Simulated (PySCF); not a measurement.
Compound: C2H8F3NSi2.
SMILES: `FC(F)(F)CN[SiH2][SiH3]`

The closed-shell SCF was solved with PySCF and density fitting under several settings on one GFN2-xTB geometry (grid level 2 and gas phase unless stated).

| settings | basis functions | SCF cycles | E (Eh) | HOMO (eV) | LUMO (eV) | dipole (D) |
| --- | --- | --- | --- | --- | --- | --- |
| PBE0/pcSseg-1 | 190 | 12 | -1013.5690 | -7.41 | -0.35 | 1.59 |
| PBE0/def2-SVPD | 241 | 12 | -1013.1493 | -7.45 | -0.42 | 1.73 |
| wB97X/ANO-RCC-VDZP, fitting basis def2-universal-jkfit | 160 | 11 | -1014.1105 | -9.79 | 1.68 | 1.93 |
| LDA/pcSseg-1 | 190 | 15 | -1008.8785 | -6.11 | -1.39 | 1.55 |
| HF/def2-SVPD | 241 | 10 | -1010.5542 | -10.84 | 2.28 | 1.88 |

Task: Estimate the row for these settings: PBE0/6-31G, start guess vsap.

Result: 
```json
{"settings": "PBE0/6-31G, start guess vsap", "basis functions": "96", "SCF cycles": "13", "E (Eh)": "-1013.4019", "HOMO (eV)": "-7.06", "LUMO (eV)": "0.04", "dipole (D)": "1.73"}
```

Task: Over all rows, what range does the HOMO–LUMO gap span?

Result: From 4.72 eV (LDA/pcSseg-1) to 13.12 eV (HF/def2-SVPD). The functional of the narrowest has no exact exchange, that of the widest 100 % exact exchange.

Task: Compare two rows with the functional PBE0: PBE0/6-31G, start guess vsap and PBE0/def2-SVPD. Which energy is lower, and by how much?

Result: PBE0/6-31G, start guess vsap (96 functions) lies 0.2526 Eh or 159 kcal/mol below PBE0/def2-SVPD (241 functions). The smaller set gives the lower energy; the two sets aren't nested, so the variational bound doesn't order them by size.

Cycle counts include a coarse-grid stage where the run had one. ANO-RCC sets were contracted for a scalar-relativistic Hamiltonian, but ran non-relativistically here.

Shape of the structure used: `[F:1][C:2]([F:3])([F:4])[CH2:5][NH:6][SiH2:7][SiH3:8]`: F1–C2–C5–N6 -172°, C2–C5–N6–Si7 -83°, C5–N6–Si7–Si8 -172°.

One conformer stands for the species.
